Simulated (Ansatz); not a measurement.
Consider the ligand exchange at the Si–C bond: `C=C([SiH3])NC` + `N[SiH2]F` → `F[SiH2]N[SiH3]` + `C=CNC`.

Program: Ansatz. Geometries: PBE0-D4/def2-TZVP. ΔE: electronic, gas phase. CCSD(T)/CBS is the MP2 limit (def2-TZVPP, def2-QZVPP) plus CCSD(T) − MP2 in def2-TZVPP, frozen cores. This one scheme is used for every species. DFT in def2-TZVPP. One conformer a species, not always the lowest.

```csv
level,ΔE (kJ/mol)
ωB97X-V,-58.5
PBE,-52.3
HF/def2-TZVPP,-77.9
MP2/def2-TZVPP,-59.0
SCS-MP2/def2-TZVPP,-62.8
CCSD/def2-TZVPP,-62.4
MP2/def2-QZVPP,-59.2
MP2/CBS(def2),-58.7
```

Question: What does CCSD(T)/CBS give? (Estimate.)

Answer: The calculation gave: -58.8 kJ/mol. The listed levels differ from it by 0.3, 6.5, -19.1, -0.2, -4.0, -3.6, -0.4, 0.1 kJ/mol.

Largest T1 diagnostic among the species: 0.012.

The D4 term adds +4.9 kJ/mol with B3LYP and +2.7 kJ/mol with PBE0; it sums over pairs of atoms, weighted by their polarisabilities, and B3LYP, whose exchange is more repulsive, gets the larger term. From PBE to PBE0 (25 % exact exchange), in def2-TZVPP and without D4, ΔE moves by −4.3 kJ/mol.

B3LYP here is the variant with VWN-RPA as its local correlation; programs differ in this.
